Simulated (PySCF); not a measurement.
## Computed properties of Se(OH)2 (H₂O₂Se), SMILES O[Se]O

H₂O₂Se, SMILES O[Se]O. The structure is a stationary point at B3LYP-D3(BJ)/def2-TZVP. Other conformers were not sampled. All values are computed for the isolated molecule unless a solvent is named; none is compared with measurement here.

**Structure.** The optimised structure has Cs symmetry. All 9 harmonic modes at B3LYP-D3(BJ)/def2-TZVP (PySCF) are real, so it is a minimum. With heavy atoms numbered as in [Se:1]([OH:2])[OH:4], the shortest bond between them is Se1–O4 at 1.801 Å and the longest Se1–O2 at 1.801 Å.

**Vibrations.** The strongest infrared lines (harmonic, unscaled, degenerate partners summed) lie at 641 cm⁻¹ (132 km/mol, O 77 %, Se 20 %), 493 cm⁻¹ (111 km/mol, H 90 %, O 9 %), 3772 cm⁻¹ (95 km/mol, H 94 %). The softest mode is at 266 cm⁻¹ and the zero-point energy is 17.5 kcal/mol.

**Electronic structure.** PBE0/def2-TZVPD (PySCF) places the frontier levels at -6.70 and -1.10 eV, a gap of 5.60 eV, and gives a dipole moment of 2.69 D and a mean polarisability of 39.3 bohr³.

**Excitations.** TDDFT-PBE0/def2-SVPD (PySCF) has S1 at 3.91 eV (317 nm, f = 0.001, dark); the most intense of the 10 singlets computed lies at 7.84 eV (f = 0.13). T1 (TDA) is at 3.17 eV. No vertical singlet excitation falls in the visible range (under 3.1 eV).

**NMR.** GIAO shifts at KT2/pcSseg-2 (PySCF) (non-relativistic, atoms alike by connectivity averaged): ¹H at 5.8 ppm against TMS.
